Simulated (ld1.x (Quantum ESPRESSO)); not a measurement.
**LDA (PZ) PAW dataset for bismuth, fully relativistic all-electron reference.**

Bi (Z = 83), PAW, made with ld1.x (Quantum ESPRESSO) 7.5 (LDA (PZ), fully relativistic). Core [Xe] 4f14, reference 5d10 6s2 6p3. Waves: 6s (bound): rcut 1.40, rcutus 1.80 bohr; 6s channel at 2.35 Ry: rcut 1.40, rcutus 1.80 bohr; 6p (bound): rcut 2.00, rcutus 2.15 bohr; 6p channel at 1.35 Ry: rcut 2.00, rcutus 2.15 bohr; 5d (bound): rcut 1.80, rcutus 2.05 bohr; 5d channel at 2.1 Ry: rcut 1.80, rcutus 2.05 bohr; 5f channel at -0.05 Ry: rc 2.05 bohr. Local part: the f channel. Core correction: Bessel-smoothed model core inside 1.00 bohr. Augmentation charge: PSQ, inside the norm-conserving radii.

Open shells are filled in proportion to 2j + 1 (rel_dist='average').

(1) Tests: 5d10 6s2 6p2; 5d10 6s2 6p1; 5d10 6s2 6p0; 5d10 6s0 6p5; 5d10 6s1 6p0; 5d9 6s2 6p4; 5d10 6s2 6p2.5. Which has the largest error in its energy relative to the reference configuration, and how large is it?

The ghost test of this file was not conclusive.

## Answers

(1) 5d9 6s2 6p4, with -64 meV (all-electron minus pseudo) on +23.82 eV.
